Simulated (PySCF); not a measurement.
**Computed NMR parameters against published values**

Atoms are numbered as in `[O:1]=[C:2]1[CH2:3][CH2:4][C:5](=[O:6])[NH:7]1`. Hydrogens are named by the atom that carries them.

PySCF calculation with geometry: PBE0-D3(BJ)/def2-TZVP and σ from GIAO-B97-2/pcSseg-2; fast rotation and ring inversion assumed for equivalent nuclei, single conformer, isolated molecule, non-relativistic Hamiltonian.

Reference values: measured (CH3CN; Olsson, Cremer, J. Phys. Chem. 1996, 100, 16881).
```tsv
atoms	quantity	reference	computed
O1/O6	δ ¹⁷O vs H2O (gas)	409.6	441.7
```

Reference values: measured (solution, CH3CN; L. Olsson, D. Cremer, J. Phys. Chem. 100 (1996) 16881).
| atoms | quantity | reference | computed |
| --- | --- | --- | --- |
| O1/O6 | δ ¹⁷O vs gaseous H2O | 409.6 | 441.7 |

Computed shifts are σ(ref) − σ with the named reference compound (TMS for H and C) calculated as an isolated molecule at the same level. The measured values may be among those fitted. Shieldings were converted by a linear fit to measured shifts: ¹⁷O (scatter 12.8 ppm rms vs liquid water, solution or neat liquid). A few per cent of atoms miss by over 2 rms, more outside the fitted compound classes.

How far are the unscaled ¹⁷O shifts from the references?

Answers

Mean signed difference +32.10 ppm, mean absolute 32.10 ppm over 2 comparisons; the largest is +32.1 ppm at O1/O6 (amide-type carbonyl oxygen).

2 of the 4 published NMR values on file for this molecule are compared. The rest: values from further sources.
